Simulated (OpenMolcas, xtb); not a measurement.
CH5BFNO (SMILES COB(N)F): the HOMO–LUMO gap, rung by rung

CH5BFNO has 10 atoms, charge 0, and is taken as a singlet. SMILES: `COB(N)F`. The shape is that of a PBE0-D4/def2-TZVP optimisation. This is one conformer, not always the lowest.

Quantity: the HOMO–LUMO gap, in eV. The values are calculated.

| level | kind | program | value (eV) | CPU time |
| --- | --- | --- | --- | --- |
| GFN2-xTB | semi-empirical | xtb | 7.44 | under 2 s |
| GFN0-xTB | semi-empirical | xtb | 6.67 | under 2 s |
| GFN1-xTB | semi-empirical | xtb | 7.62 | under 2 s |
| HF/cc-pVDZ | Hartree–Fock | OpenMolcas | 16.16 | 12 s |
| SVWN5/cc-pVDZ | LDA | OpenMolcas | 6.76 | 36 s |
| revPBE/cc-pVDZ | GGA | OpenMolcas | 6.82 | 52 s |
| M06-L/cc-pVDZ | meta-GGA | OpenMolcas | 7.99 | 73 s |
| B3LYP/cc-pVDZ | global hybrid | OpenMolcas | 8.58 | 60 s |
| B2PLYP/cc-pVDZ | double hybrid | OpenMolcas | 11.69 | 42 s |

The values span 6.67 to 16.16 eV. Orbital gaps aren't excitation energies, and those of double hybrids come from the SCF part alone; they tend to grow with the share of exact exchange. Times are those of the runs behind each value, whatever else they computed, on shared processors of several kinds: orders of magnitude only.
